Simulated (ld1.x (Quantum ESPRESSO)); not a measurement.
**tantalum: excitation energies, all-electron against PAW**

- Element: tantalum
- Generator: ld1.x (Quantum ESPRESSO) 7.5
- Type: PAW
- Functional: LDA (PZ)
- Relativity: scalar-relativistic
- Frozen core: [Kr] 4d10 4f14
- Valence charge: 13
- Reference configuration: 5s2 5p6 5d3 6s1.5 6p0 (charge +0.5)
- Partial waves: 5s (bound): rcut 1.40, rcutus 1.75 bohr; 6s (bound): rcut 1.40, rcutus 1.75 bohr; 5p (bound): rcut 2.20, rcutus 2.50 bohr; 6p (bound, empty): rcut 2.20, rcutus 2.50 bohr; 5d (bound): rcut 2.40, rcutus 2.85 bohr; 5d channel at -0.2 Ry: rcut 2.40, rcutus 2.85 bohr
- Local potential: all-electron potential smoothed inside 2.80 bohr (lloc = -2)
- Core correction: Bessel-smoothed model core inside 1.60 bohr
- Augmentation charge: PSQ, inside the norm-conserving radii

Energies are relative to the spin-unpolarised reference configuration 5s2 5p6 5d3 6s1.5 6p0; without spin polarisation the order of configurations can differ from experiment. Not all tests gave a result: test run stopped at test 5 of 9 (negative rho).

(1) Give the all-electron excitation energy and the error of the potential for: 5s2 5p6 5d3 6s2 6p0; 5s2 5p6 5d3 6s1 6p0; 5s2 5p6 5d3 6s0 6p0; 5s2 5p6 5d3 6s0 6p1.

Results:

(1)

```tsv
valence configuration	charge	ΔE all-electron (eV)	error AE − PS (meV)
5s2 5p6 5d3 6s2 6p0	0	-3.563	+1.2
5s2 5p6 5d3 6s1 6p0	+1	5.138	-1.8
5s2 5p6 5d3 6s0 6p0	+2	20.447	-7.8
5s2 5p6 5d3 6s0 6p1	+1	10.325	+1.1
```
